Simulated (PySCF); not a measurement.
**B²⁺ (boron, charge +2) across methods**

[He] 2s1, 2S determinant. All numbers are calculated (PySCF 2.14, no relativity, point nucleus, in aug-cc-pVQZ (6s5p4d3f2g, 80 functions)).

| method | E (hartree) | mean ε 1s α (eV) | mean ε 1s β (eV) | mean ε 2s α (eV) | Σ⟨r²⟩ (bohr²) | ⟨S²⟩ |
| --- | --- | --- | --- | --- | --- | --- |
| r2SCAN | -23.4239 | -214.21 | -213.56 | -32.899 | 3.389 | 0.750 |
| wB97X-V | -23.4372 | -220.16 | -219.39 | -36.491 | 3.405 | 0.750 |
| UHF | -23.37594 | -240.54 | -238.80 | -37.822 | 3.415 | 0.750 |
| CAM-B3LYP | -23.4120 | -219.55 | -218.65 | -35.487 | 3.375 | 0.750 |
| B3LYP | -23.4346 | -217.62 | -216.74 | -33.764 | 3.364 | 0.750 |
| PBE | -23.3883 | -211.18 | -210.37 | -32.641 | 3.383 | 0.750 |
| PBE0 | -23.3989 | -218.71 | -217.68 | -34.044 | 3.385 | 0.750 |
| LDA | -23.1353 | -209.20 | -208.40 | -32.353 | 3.412 | 0.750 |

Estimate the same row for M06.

E (hartree) = -23.4316; mean ε 1s α (eV) = -218.92; mean ε 1s β (eV) = -218.06; mean ε 2s α (eV) = -33.643; Σ⟨r²⟩ (bohr²) = 3.392; ⟨S²⟩ = 0.750.
